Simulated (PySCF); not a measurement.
**How methods differ on the ionisation energy of Se**

Se [Ar] 3d10 4s2 4p4 (3P) → Se⁺ [Ar] 3d10 4s2 4p3 (4S), as a difference of total energies. Calculation: PySCF 2.14, in aug-cc-pVDZ-PP with ECP10MDF; scalar relativity through the core potential. Correlated levels: valence: 3s2 3p6 3d10 frozen. The calculations carry no spin-orbit coupling.

| method | ionisation energy (eV) |
| --- | --- |
| UHF | 8.511 |
| M06-L | 9.493 |
| M06-2X | 9.539 |
| MP2 (valence) | 9.004 |
| SCS-MP2 (valence) | 9.021 |
| CCSD (valence) | 9.047 |
| CCSD(T) (valence) | 9.066 |

Errors of the correlated levels include the incompleteness of this basis and the frozen core.

Problem. Which method comes closest to the reference value, and which is furthest?

Solution. The reference is 9.635 eV (measured; NIST levels, between the centres of gravity of the two terms). Closest: M06-2X (error -0.096 eV); furthest: UHF (error -1.124 eV).
